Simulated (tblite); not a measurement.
Species: C3H8Ge2N2.
SMILES with atom numbers: `[N:1]#[C:2]/[CH:3]=[CH:4]\[N:5]([GeH3:6])[GeH3:7]` (hydrogens: H8 on C3; H9 on C4; H10, H11, H12 on Ge6; H13, H14, H15 on Ge7)

Computed with GFN2-xTB (tblite), gas phase: L-BFGS steps from a force-field or distance-geometry start until the largest atomic force falls under 0.01 eV/Å.

Step 132: E = -548.1141 eV
```
atom  x, y, z in Å  |  force x, y, z in eV/Å
N1      2.6329    1.6632    1.0616   -0.018  -0.072  -0.071
C2      2.3793    0.7114    0.4603    0.011   0.059   0.072
C3      2.0606   -0.4681   -0.2063    0.022   0.012   0.032
C4      0.7905   -0.8790   -0.3942    0.017  -0.003  -0.030
N5     -0.3604   -0.2150   -0.1019    0.025  -0.028   0.018
Ge6    -0.4489    1.5731    0.4573   -0.020   0.002  -0.014
Ge7    -1.9407   -1.1657   -0.2169   -0.032   0.042   0.025
H8      2.8817   -1.0913   -0.5263    0.010   0.013   0.002
H9      0.6481   -1.8600   -0.8458   -0.035   0.005  -0.008
H10     0.3096    2.3942   -0.5284   -0.014   0.003   0.009
H11    -1.9268    1.8444    0.3226    0.033   0.001   0.008
H12    -0.0412    1.7241    1.8809   -0.011  -0.017  -0.011
H13    -2.9715   -0.2539   -0.7980   -0.014  -0.018  -0.015
H14    -1.6401   -2.3398   -1.0973   -0.004  -0.022  -0.013
H15    -2.3780   -1.6294    1.1436    0.029   0.021  -0.004
```

Step 133: E = -548.1145 eV
```
atom  x, y, z in Å  |  force x, y, z in eV/Å
N1      2.6308    1.6613    1.0645   -0.009  -0.046  -0.052
C2      2.3792    0.7108    0.4609    0.002   0.028   0.046
C3      2.0618   -0.4669   -0.2100    0.012   0.012   0.033
C4      0.7916   -0.8787   -0.3970    0.019   0.001  -0.021
N5     -0.3590   -0.2165   -0.0997    0.014  -0.029   0.014
Ge6    -0.4486    1.5716    0.4592   -0.017   0.001  -0.002
Ge7    -1.9412   -1.1652   -0.2154   -0.021   0.032   0.014
H8      2.8833   -1.0876   -0.5335    0.009   0.013   0.003
H9      0.6481   -1.8587   -0.8503   -0.029   0.006  -0.010
H10     0.3088    2.3937   -0.5262   -0.013   0.004   0.006
H11    -1.9267    1.8432    0.3273    0.030  -0.001   0.004
H12    -0.0404    1.7218    1.8828   -0.011  -0.016  -0.012
H13    -2.9672   -0.2573   -0.8123   -0.012  -0.019  -0.011
H14    -1.6364   -2.3473   -1.0860   -0.009  -0.009   0.001
H15    -2.3887   -1.6160    1.1469    0.034   0.024  -0.013
```

Step 134: E = -548.1152 eV
```
atom  x, y, z in Å  |  force x, y, z in eV/Å
N1      2.6235    1.6502    1.0818   -0.003  -0.034  -0.042
C2      2.3785    0.7080    0.4629   -0.006  -0.004   0.012
C3      2.0661   -0.4610   -0.2265   -0.001   0.013   0.038
C4      0.7963   -0.8769   -0.4100    0.000   0.007   0.007
N5     -0.3539   -0.2227   -0.0921   -0.001  -0.030   0.005
Ge6    -0.4478    1.5650    0.4671   -0.010  -0.001   0.029
Ge7    -1.9429   -1.1632   -0.2087   -0.005  -0.002  -0.022
H8      2.8898   -1.0715   -0.5645   -0.001   0.016   0.007
H9      0.6490   -1.8528   -0.8710   -0.008   0.014  -0.014
H10     0.3059    2.3915   -0.5166   -0.010   0.006  -0.004
H11    -1.9261    1.8361    0.3437    0.016  -0.009  -0.011
H12    -0.0403    1.7156    1.8906   -0.005  -0.016  -0.009
H13    -2.9484   -0.2724   -0.8697    0.004  -0.032   0.012
H14    -1.6245   -2.3784   -1.0355   -0.024   0.034   0.043
H15    -2.4298   -1.5594    1.1598    0.053   0.038  -0.051
```

Task: Estimate the geometry and energy of step 135. (The exact step hangs on the optimiser's Hessian estimate; all steps are aligned on step 134, rigid shifts and turns removed.)

Result: E = -548.1155 eV, largest force 0.052 eV/Å
```
atom  x, y, z in Å  |  force x, y, z in eV/Å
N1      2.6233    1.6526    1.0771    0.014   0.034   0.004
C2      2.3777    0.7080    0.4634   -0.017  -0.046  -0.018
C3      2.0656   -0.4628   -0.2216   -0.015  -0.005   0.021
C4      0.7959   -0.8778   -0.4085    0.009   0.003   0.015
N5     -0.3540   -0.2226   -0.0933   -0.020  -0.006   0.004
Ge6    -0.4475    1.5662    0.4639    0.000  -0.004   0.032
Ge7    -1.9429   -1.1629   -0.2095    0.024  -0.005  -0.029
H8      2.8896   -1.0742   -0.5559    0.009   0.005   0.001
H9      0.6475   -1.8544   -0.8672    0.000   0.008  -0.018
H10     0.3061    2.3935   -0.5192   -0.011   0.003  -0.004
H11    -1.9249    1.8394    0.3428    0.005  -0.010  -0.016
H12    -0.0406    1.7162    1.8874   -0.001  -0.015  -0.004
H13    -2.9528   -0.2721   -0.8570   -0.018  -0.003  -0.004
H14    -1.6289   -2.3698   -1.0469   -0.016   0.014   0.030
H15    -2.4188   -1.5712    1.1559    0.038   0.028  -0.014
```

The energy changes by -0.0003 eV. The first-order estimate −F·Δx gives -0.0006 eV and the mean of the old and new forces, exact on a quadratic surface, -0.0003 eV. The step makes an angle of 82° with the force vector and moves no atom by more than 0.017 Å.

What follows is the cost of the whole relaxation. Time: 4.0 s wall, 3.4 s CPU. Hardware: an Intel Xeon at 2.50 GHz with one thread (shared host).
